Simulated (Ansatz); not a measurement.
W(NH)2(NH2)2 (WN₄H₆), relaxed as a singlet with RKS PBE-D4/def2-SVP in Ansatz, starting from the GFN2-xTB geometry. Force threshold 0.02 eV/Å.

In the def2 sets W takes a core potential; there is no spin–orbit coupling. The relaxation made no stability test and no search for a lower SCF solution.

Start:

```tsv
atom	x (Å)	y (Å)	z (Å)
W1	-0.151	-0.095	-0.135
N2	-0.341	0.373	-1.849
H3	-0.648	0.441	-2.822
N4	-1.255	-1.384	0.424
H5	-1.976	-2.108	0.478
N6	-0.493	1.538	0.987
H7	-0.953	1.546	1.903
H8	-0.459	2.507	0.656
N9	1.733	-0.751	0.119
H10	2.524	-0.551	-0.501
H11	2.019	-1.515	0.739
```

| step | energy (eV) | largest force component (eV/Å) | SCF passes |
| --- | --- | --- | --- |
| 1 | -7876.2771 | 0.774 | 21 |
| 2 | -7876.3459 | 0.352 | 27 |
| 3 | -7876.3580 | 0.229 | 21 |
| 4 | -7876.3654 | 0.066 | 21 |
| 5 (rejected) | -7876.3650 | 0.200 | 21 |
| 6 | -7876.3666 | 0.016 | 22 |

Force components are those of the run's own axes.

End:

```xyz
11

W    -0.144   -0.091   -0.128
N    -0.305    0.398   -1.829
H    -0.683    0.391   -2.780
N    -1.227   -1.371    0.461
H    -1.969   -2.074    0.412
N    -0.516    1.512    0.959
H    -0.914    1.492    1.902
H    -0.403    2.474    0.630
N     1.698   -0.762    0.096
H     2.488   -0.494   -0.496
H     1.975   -1.476    0.774
```

By distances, no bond broke or formed. The bond that changes most is W1–N9, from 2.01 to 1.97 Å (atoms count from 1).

No frequencies were taken in this run, so the end may be a saddle point.

It took 6.5 s on 4 threads of Arm Neoverse V2 on a shared host.
